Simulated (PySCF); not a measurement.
# Reading the logs of faulty runs: BGeH6NSi

These are calculations, not measurements. The program is PySCF 2.14.0, an open-source quantum chemistry code, run on an isolated molecule that a program drew, which may never have been made. The molecule is BGeH6NSi (charge 0, singlet), drawn as the SMILES string `B[SiH2][NH][GeH]`.

Each row is a Hartree-Fock (HF) and frozen-core CCSD(T) single point in the cc-pV(D+d)Z basis, meant for a local HF minimum. Run 1 is clean. Each other run has one planted mistake out of seven kinds, and not every kind appears here: one electron removed, one electron added, multiplicity raised by two, geometry at a saddle point, minimal basis STO-3G, one bond length entered in bohr, all coordinates scaled. The reference is restricted for singlets and unrestricted otherwise, and also for a bond in bohr. Adding or removing an electron swaps singlet and doublet. Electrons count all cores. HOMO and LUMO are orbital energies over both spins, the gradient is its largest component, and the lowest frequency (negative if imaginary) is given only where the gradient is small. Bond lengths are over the 9 bonds as drawn. T1 is the CCSD diagnostic: over 0.02 (restricted) or 0.045 (unrestricted) a single reference is doubtful. Germanium has the cc-pVDZ-PP basis, with a core potential (ECP10MDF) in place of its 10 inner electrons, and its 3s, 3p and 3d shells are frozen in CCSD(T).

Geometry of the clean run:
```xyz
10
BGeH6NSi, angstrom
B     0.3894    1.0341   -0.5236
Si    1.2753    0.6710    1.2739
N     0.4562   -0.5372    2.2333
Ge   -0.0284   -0.4514    4.0060
H    -0.3707    0.2581   -1.0375
H     0.6450    2.0344   -1.1378
H     1.3373    1.8966    2.1066
H     2.6776    0.2659    0.9655
H     0.2341   -1.3920    1.7509
H    -0.6627   -1.9130    4.0380
```

| run | electrons | basis functions | <S^2> | HOMO (eV) | LUMO (eV) | gradient (hartree/bohr) | lowest frequency (cm^-1) | mean bond (Å) | longest bond (Å) | T1 | HF (hartree) | CCSD(T) (hartree) | mistake |
|---|---|---|---|---|---|---|---|---|---|---|---|---|---|
| 1 | 64 | 104 | 0.000 | -9.05 | 1.20 | 2.3e-05 | 56 | 1.5112 | 2.037 | 0.0166 | -664.92502 | -665.42987 | no fault |
| 2 | 63 | 104 | 0.785 | -14.54 | -7.06 | 6.3e-02 | - | 1.5112 | 2.037 | 0.0235 | -664.62966 | -665.11277 | one electron removed |
| 3 | 64 | 104 | 0.920 | -8.53 | 1.08 | 1.2e-02 | - | 1.7125 | 3.849 | 0.0242 | -664.82071 | -665.30160 | one bond length entered in bohr |
| 4 | 64 | 104 | 2.009 | -7.00 | -0.31 | 3.6e-02 | - | 1.5112 | 2.037 | 0.0159 | -664.85665 | -665.33919 | ? |
| 5 | 65 | 104 | 0.761 | -0.69 | 4.56 | 5.7e-02 | - | 1.5112 | 2.037 | 0.0222 | -664.90972 | -665.43870 | ? |

**Which mistake was planted in run 4, and what did it cost?**

Electrons, basis and geometry are unchanged, and <S^2> is 2.009, beside S(S+1) = 2.00 for a multiplicity of 3. So the mistake is: multiplicity raised by two. Subtracting run 1 and multiplying by 627.51 kcal/mol a hartree, the energy moved by 42.9 kcal/mol in HF and 56.9 kcal/mol in CCSD(T).

**Which mistake was planted in run 5, and what did it cost?**

It counts 65 electrons, one more than the clean run, at the same geometry and basis. So the mistake is: one electron added. Subtracting run 1 and multiplying by 627.51 kcal/mol a hartree, the energy moved by 9.6 kcal/mol in HF and -5.5 kcal/mol in CCSD(T).

